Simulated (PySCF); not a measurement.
H11NSi4, SMILES [SiH2]([SiH3])[SiH2]N[SiH3].

Geometry optimised at ωB97X-D3(BJ)/def2-SVP. This is a generated structure with no PubChem entry under its InChIKey; it may be hypothetical. Other conformers were not sampled.

All values below come from TDA-CAM-B3LYP/def2-SVPD in PySCF.

Vertical excitations. 

Question: Estimate the UV-visible absorptions. (The exact figures need the calculation; the answer reports its results.)

Answer: 
```tsv
state	energy (eV)	λ (nm)	f	main pairs
S1	5.67	219	0.010	HOMO→LUMO 91 %
S2	6.35	195	0.015	HOMO→LUMO+1 45 %, HOMO→LUMO+3 28 %, HOMO→LUMO+4 7 %
S3	6.72	185	0.026	HOMO−1→LUMO 32 %, HOMO→LUMO+3 22 %, HOMO→LUMO+1 20 %, HOMO→LUMO+7 6 %
S4	6.77	183	0.149	HOMO→LUMO+2 75 %
S5	6.89	180	0.110	HOMO→LUMO+3 39 %, HOMO−1→LUMO 33 %, HOMO→LUMO+6 7 %
S6	7.16	173	0.014	HOMO→LUMO+6 30 %, HOMO−1→LUMO+1 23 %, HOMO−1→LUMO+3 17 %, HOMO→LUMO+5 6 %
T1	5.21	238	0	HOMO→LUMO 85 %
T2	5.76	215	0	HOMO→LUMO+1 32 %, HOMO→LUMO+3 24 %, HOMO→LUMO+4 9 %, HOMO→LUMO+2 7 %
```
Triplets are in the Tamm–Dancoff approximation.
